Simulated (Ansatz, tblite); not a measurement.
Removing and adding an electron: the cluster Mg3Te3. Total charge 0; singlet. Geometry: PBE0-D4/def2-SVP. Ansatz, gas phase; energy differences of separate SCF runs; the oxidised species was run as a doublet alone; the reduced species was run as a doublet alone.

```tsv
atom	x (Å)	y (Å)	z (Å)
Mg1	1.062	-1.518	0.649
Mg2	0.894	1.618	-0.658
Mg3	-1.949	-0.100	0.010
Te4	2.974	0.147	-0.030
Te5	-1.363	-2.456	1.008
Te6	-1.618	2.309	-0.979
```

In the def2 sets Te takes a core potential; there is no spin–orbit coupling. The xTB rows come from tblite. Correlated methods freeze 15 core orbitals; core or outer-core shells of Mg, Te are correlated, in sets that lack core-valence functions. The rows differ in basis, and correlated rows in double-zeta sets carry the largest basis error. In CCSD on the charge 1 doublet the largest single amplitude is 0.22, so its Hartree–Fock determinant may place the open shell otherwise than the density functionals do. The structure comes from a short search, and lower isomers may exist.

| level | −HOMO (eV) | vertical IE (eV) | −LUMO (eV) | vertical EA (eV) | HOMO–LUMO gap (eV) | IE − EA (eV) | remarks |
| --- | --- | --- | --- | --- | --- | --- | --- |
| GFN1-xTB | 9.39 | 11.84 | 6.22 | 3.90 | 3.17 | 7.95 | – |
| GFN2-xTB | 7.16 | 10.09 | 4.90 | 2.23 | 2.26 | 7.86 | – |
| HF/def2-SVP | – | 7.18 | – | – | – | – | – |
| PBE-D4/def2-TZVPD | 5.37 | – | 2.86 | 1.38 | 2.51 | – | HOMO above zero (-1 doublet) |
| r2SCAN-D4/def2-TZVPD | 5.60 | – | 2.56 | 1.34 | 3.05 | – | HOMO above zero (-1 doublet) |
| PBE0-D4/def2-TZVP | 6.31 | 7.72 | 2.24 | – | 4.07 | – | – |
| PBE0-D4/def2-TZVPD | 6.31 | – | 2.25 | 1.25 | 4.06 | – | – |
| MP2/def2-SVP | – | 7.92 | – | – | – | – | – |
| CCSD/def2-SVP | – | 7.77 | – | – | – | – | – |
| CCSD(T)/def2-SVP | – | 7.77 | – | – | – | – | – |

Relaxing the reduced species (PBE0-D4/def2-SVPD) changes its energy by -0.15 eV at PBE0-D4/def2-TZVPD, so the adiabatic electron affinity to this nearest minimum is 1.40 eV. At PBE-D4/def2-TZVPD it is 1.51 eV.  Run but left out: PBE-D4/def2-TZVP, r2SCAN-D4/def2-TZVP (charge +1 doublet: an occupied level 0.08 to 0.09 eV above an empty one).   A HOMO above zero means that the electron is unbound at that level or that self-interaction error raises the level; the energy of removing that electron tells which. Raw xTB energy differences between charge states are shifted by several eV; the methods need an empirical correction for them.
